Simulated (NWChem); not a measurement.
System: C2H5BO3; SMILES OB(C=O)CO

Input file for NWChem:

```
start job
memory heap 200 mb stack 900 mb global 1100 mb
geometry units angstroms noautosym nocenter noautoz
  O      0.703847     2.200526     0.064529
  C      0.865307     0.986029     0.129021
  B     -0.457199     0.055216     0.008170
  O     -1.592598     0.765217    -0.145224
  C     -0.454970    -1.519210     0.097433
  O      0.848830    -2.105784    -0.074492
  H      1.888394     0.581424     0.273150
  H     -1.343534     1.715494    -0.143074
  H     -0.769818    -1.805649     1.112111
  H     -1.200262    -1.980700    -0.571248
  H      1.083031    -2.031102    -1.011543
end
basis spherical
  O library 6-311g**
  C library 6-311g**
  B library 6-311g**
  H library 6-311g**
end
dft
  xc b3lyp
  iterations 150
end
property
  shielding
  efieldgrad
end
task dft property
```

Coordinates come from a B3LYP/6-31G* (spherical d) optimisation. B3LYP is NWChem's, with the RPA form of VWN correlation.

GIAO values for the isolated, static molecule; σ is the absolute isotropic shielding, δ = σ(reference) − σ with the isolated reference molecule computed at the same levels (11B: boron trifluoride, 13C: tetramethylsilane, 1H: tetramethylsilane, 17O: water).

Atoms are numbered as in the input.

**Question.** Give the results of this calculation. (B3LYP/6-311G** (spherical d), GIAO.) Quantities: δ O1 (ppm); δ C2 (ppm); δ B3 (ppm); δ C5 (ppm); δ H7 (ppm); δ H9 (ppm); δ H10 (ppm).

**Answer.** 
| Item | Result |
|---|---|
| δ O1 (ppm) | 878.9 |
| δ C2 (ppm) | 239.0 |
| δ B3 (ppm) | 23.2 |
| δ C5 (ppm) | 60.2 |
| δ H7 (ppm) | 11.61 |
| δ H9 (ppm) | 3.82 |
| δ H10 (ppm) | 4.02 |
